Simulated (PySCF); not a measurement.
C2H5ClOSi2, SMILES O[SiH2]C#C[SiH2]Cl. Atoms are numbered in the order given.

```xyz
11

O     -3.3469    -0.0692     1.4797
Si    -2.7957    -0.6938     0.0399
C     -0.9542    -0.6080    -0.0540
C      0.2673    -0.5276    -0.1080
Si     2.0913    -0.4208    -0.1891
Cl     2.6541     1.5483    -0.5382
H     -3.0820     0.8305     1.7056
H     -3.3243     0.0454    -1.1402
H     -3.2198    -2.1121     0.0117
H      2.6753    -0.8537     1.1039
H      2.5882    -1.2604    -1.3065
```
Charge 0, spin multiplicity 1.

Geometry optimised at B3LYP-D3(BJ)/def2-SVP. This is a generated structure with no PubChem entry under its InChIKey; it may be hypothetical. Other conformers were not sampled.

Method: PBE0/pcSseg-1 in PySCF.

GIAO shieldings, no solvent; atoms listed in one row are averaged. δ = σ(ref) − σ: ¹⁷O against H2O (σ = 334.2 ppm); ²⁹Si against TMS (σ = 352.7 ppm); ¹³C against TMS (σ = 186.3 ppm); ³⁵Cl against HCl (σ = 945.9 ppm); ¹H against TMS (σ = 31.56 ppm), references at their B3LYP-D3(BJ)/def2-TZVP geometries, non-relativistic (without spin–orbit terms, shifts of atoms bonded to Cl or Br come out too high).

Computed chemical shifts:
| nucleus | atoms | count | δ (ppm) |
|---|---|---|---|
| ¹⁷O | O1 | 1 | 21.7 |
| ²⁹Si | Si5 | 1 | -41.1 |
| ²⁹Si | Si2 | 1 | -46.7 |
| ¹³C | C3 | 1 | 124.6 |
| ¹³C | C4 | 1 | 115.3 |
| ³⁵Cl | Cl6 | 1 | -32.1 |
| ¹H | H10, H11 | 2 | 5.42 |
| ¹H | H8 | 1 | 5.30 |
| ¹H | H9 | 1 | 5.06 |
| ¹H | H7 | 1 | 1.34 |
